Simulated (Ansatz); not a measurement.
One change: `O=C=C[TeH]` becomes `O=C=C[SiH3]`.

Ansatz, PBE0-D4/def2-TZVP geometries, multiplicity 1. 

Elements past krypton have def2 core potentials.

| property | `O=C=C[TeH]` |
| --- | --- |
| HOMO energy (PBE/def2-TZVPP) / eV | -5.61 |
| LUMO energy (B3LYP/def2-TZVPP) / eV | -1.91 |
| HOMO energy (PBE0/def2-TZVPP) / eV | -6.66 |
| HOMO energy (ωB97M-V/def2-TZVPP) / eV | -8.77 |
| size of the dipole moment (ωB97M-V/def2-TZVPP) / D | 1.25 |
| size of the dipole moment (PBE/def2-TZVPP) / D | 1.24 |

Question: Give the same properties after the change, and the shifts. (An estimate is asked.)

Answer: The calculation gave: 
```csv
property,`O=C=C[SiH3]`,shift
HOMO energy (PBE/def2-TZVPP) / eV,-6.05,-0.44
LUMO energy (B3LYP/def2-TZVPP) / eV,-1.18,0.73
HOMO energy (PBE0/def2-TZVPP) / eV,-7.26,-0.60
HOMO energy (ωB97M-V/def2-TZVPP) / eV,-9.44,-0.67
size of the dipole moment (ωB97M-V/def2-TZVPP) / D,1.26,0.01
size of the dipole moment (PBE/def2-TZVPP) / D,1.22,-0.02
```

With PBE0 the HOMO falls by 0.60 eV and the LUMO rises by 0.76 eV, so the gap widens by about 1.36 eV. PBE moves the HOMO by -0.44 eV and ωB97M-V by -0.67 eV. The zero-point energy changes by 48.0 kJ/mol with +6 modes. Dipoles are sizes alone; their direction can turn.

B3LYP here is the variant with VWN-RPA as its local correlation; programs differ in this.

Spin–orbit coupling is left out; it splits and shifts lone-pair levels of the heavy atoms by tenths of an eV.
